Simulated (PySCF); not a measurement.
## Copper: a sound run and one with changed settings

Sound run: Cu [Ar] 3d10 4s1, Cu⁺ [Ar] 3d10. All numbers are calculated (PySCF 2.14, the non-relativistic Hamiltonian (point nucleus), in def2-TZVP). The sound run starts from symmetry-adapted Hartree-Fock orbitals and uses a fine grid where one is needed.

Changed run: radial step 0.8 in ln r (0.13 in the sound run). This setting is unsound on purpose.

```csv
species,method,sound run (hartree),changed run (hartree),converged
Cu,UHF,-1638.92308,-1638.92308,yes
Cu,M06-L,-1640.42598,-1640.00873,yes
Cu,PBE0,-1640.24417,-1640.21173,yes
Cu⁺,UHF,-1638.68636,-1638.68636,yes
Cu⁺,M06-L,-1640.14033,-1639.70984,yes
Cu⁺,PBE0,-1639.95860,-1639.93065,yes
```

Ionisation energy of Cu:

```
method  sound run (eV)  changed run (eV)
   UHF           6.442             6.442
 M06-L           7.773             8.133
  PBE0           7.771             7.649
```

A coarse radial grid mis-integrates the density and the exchange-correlation energy, with errors of either sign; Hartree-Fock needs no grid.

For comparison, NIST gives 7.726 eV between the lowest levels.
